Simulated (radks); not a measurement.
Al IV, 10 electrons, occupied as [Ne]. All-electron calculation, non-relativistic Kohn-Sham, SCAN, spin-polarised, spherical densities, point nucleus; meta-GGA in the generalised Kohn-Sham scheme. Program: a radial shooting solver on a logarithmic mesh with Libxc functionals.

Radial electron density D(r) = 4 pi r^2 rho(r):

r (bohr),D(r) (e/bohr)
0.006377,0.6056
0.007788,0.8710
0.009513,1.242
0.01171,1.779
0.01431,2.481
0.01747,3.410
0.02134,4.602
0.02607,6.076
0.03209,7.884
0.0392,9.797
0.04788,11.70
0.05848,13.33
0.07142,14.35
0.08794,14.46
0.1074,13.53
0.1312,11.82
0.1602,9.938
0.1973,8.677
0.241,8.739
0.2943,10.01
0.3595,11.70
0.4391,12.63
0.5406,11.87
0.6603,9.505
0.8064,6.340
0.985,3.433
1.203,1.458
1.481,0.4419
1.809,0.09901
2.21,0.01479

D(r) has 2 maxima, at r = 0.0812, 0.450 bohr, and minima at 0.215 bohr, inside which lie 2.20 electrons.
